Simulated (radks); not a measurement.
Ionisation ladder of hafnium, from Hf VIII to Hf XVI. Each ion is in the ground configuration listed by NIST, and IE = E(next ion) - E(this ion). All-electron calculation, Dirac Kohn-Sham, PBE, spin-unpolarised, spherical densities, point nucleus; open shells fill j = l - 1/2 first. Program: a radial shooting solver on a logarithmic mesh with Libxc functionals.

[
 {"species": "Hf VIII", "configuration": "[Kr] 4d10 4f13 5s2 5p4", "IE, Delta-SCF (eV)": "134.28", "-e(HOMO) (eV)": "119.27", "HOMO": "4f7/2", "IE, NIST (eV)": "137", "kind": "theory", "error (eV)": "-2.7"},
 {"species": "Hf IX", "configuration": "[Kr] 4d10 4f13 5s2 5p3", "IE, Delta-SCF (eV)": "152.28", "-e(HOMO) (eV)": "139.52", "HOMO": "4f7/2", "IE, NIST (eV)": "157", "kind": "theory", "error (eV)": "-4.7"},
 {"species": "Hf X", "configuration": "[Kr] 4d10 4f13 5s2 5p2", "IE, Delta-SCF (eV)": "175.09", "-e(HOMO) (eV)": "160.40", "HOMO": "4f7/2", "IE, NIST (eV)": "187", "kind": "theory", "error (eV)": "-11.9"},
 {"species": "Hf XI", "configuration": "[Kr] 4d10 4f12 5s2 5p2", "IE, Delta-SCF (eV)": "204.65", "-e(HOMO) (eV)": "190.07", "HOMO": "4f7/2", "IE, NIST (eV)": "209", "kind": "theory", "error (eV)": "-4.4"},
 {"species": "Hf XII", "configuration": "[Kr] 4d10 4f12 5s2 5p1", "IE, Delta-SCF (eV)": "225.02", "-e(HOMO) (eV)": "213.26", "HOMO": "4f7/2", "IE, NIST (eV)": "230", "kind": "theory", "error (eV)": "-5.0"},
 {"species": "Hf XIII", "configuration": "[Kr] 4d10 4f12 5s2", "IE, Delta-SCF (eV)": "253.39", "-e(HOMO) (eV)": "237.01", "HOMO": "4f7/2", "IE, NIST (eV)": "270", "kind": "theory", "error (eV)": "-16.6"},
 {"species": "Hf XIV", "configuration": "[Kr] 4d10 4f11 5s2", "IE, Delta-SCF (eV)": "302.85", "-e(HOMO) (eV)": "270.02", "HOMO": "4f7/2", "IE, NIST (eV)": "310", "kind": "theory", "error (eV)": "-7.1"},
 {"species": "Hf XV", "configuration": "[Kr] 4d10 4f11 5s1", "IE, Delta-SCF (eV)": "325.50", "-e(HOMO) (eV)": "295.96", "HOMO": "4f7/2", "IE, NIST (eV)": "334", "kind": "theory", "error (eV)": "-8.5"},
 {"species": "Hf XVI", "configuration": "[Kr] 4d10 4f11", "IE, Delta-SCF (eV)": "340.29", "-e(HOMO) (eV)": "322.40", "HOMO": "4f7/2", "IE, NIST (eV)": "359", "kind": "theory", "error (eV)": "-18.7"}
]

Reference values: NIST Atomic Spectra Database (exp. = measured, semi-emp. = semi-empirical, theory = theoretical value adopted there). The ionisation energy per charge of the ion left behind rises most, in proportion, at Hf XIV ([Kr] 4d10 4f11 5s2), from 19.492 to 21.632 eV. Spin polarisation and multiplet splitting are left out, so open shells lie too high by an amount that depends on their filling.

Beside tabulated values, note that spin-unpolarised runs miss the spin-polarisation part of the exchange energy of open shells.
